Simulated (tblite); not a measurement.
Run record: tight-binding relaxation, `[NH2+]B[SiH2]C[SiH3]` [radical].

Computed with GFN2-xTB geometry optimisation, gas phase (tblite 0.8.0). Start geometry: from a force field or distance geometry. The input is one job of a driver script: a line of settings, then coordinates in Å.

Command:
```bash
OMP_NUM_THREADS=1 python probes_run.py task.json out
```

Input:
```
{"job": {"kind": "relax", "xc": "GFN2-xTB", "basis": "xTB"}, "charge": 1, "multiplicity": 2}
N     -2.678500     0.322500     0.947400
B     -2.078700    -0.365700    -0.265500
Si    -0.187100    -0.855900    -0.235500
C      0.834200     0.695400    -0.023300
Si     2.643600     0.229400     0.015000
H     -3.092000     1.227200     0.604300
H     -3.487200    -0.262100     1.262000
H     -2.728700    -0.605500    -1.201100
H      0.063000    -1.783800     0.874000
H      0.149700    -1.500400    -1.507600
H      0.638600     1.386000    -0.855000
H      0.562500     1.173200     0.946000
H      2.999300    -0.413100    -1.253800
H      3.455800     1.446600     0.181700
H      2.901000    -0.685800     1.122400
```

Problem. Give the output.

Solution. 
```
step      E/eV     max force
  0    -390.66272    3.238
  1    -390.99603    1.658
  2    -391.08580    1.193
  3    -391.11589    0.586
  4    -391.16957    0.779
  5    -391.20264    0.777
  6    -391.22490    0.424
  7    -391.23725    0.320
  8    -391.25103    0.458
  9    -391.26298    0.494
... (159 lines left out)
169    -392.22838    0.020
170    -392.22844    0.022
171    -392.22847    0.016
172    -392.22850    0.014
173    -392.22852    0.012
174    -392.22855    0.015
175    -392.22857    0.017
176    -392.22860    0.014
177    -392.22861    0.011
178    -392.22862    0.005
```

«max force» is the largest atomic force in eV/Å.

Problem. From which step on does the largest force stay under 0.1 eV/Å, and how much energy is left to gain from there?

Solution. From step 117 (0.066 eV/Å), 6.8 meV above the end.

In short: energy lowered by 36.1 kcal/mol over 178 steps; largest atomic force 0.005 eV/Å at the end.

Time: 0.97 s wall. Hardware: one thread of an Arm Neoverse V2, shared host with 96 logical CPUs at a one-minute load of 90.
Labels such as C1 count atoms from 1, the log's own numbers from 0.
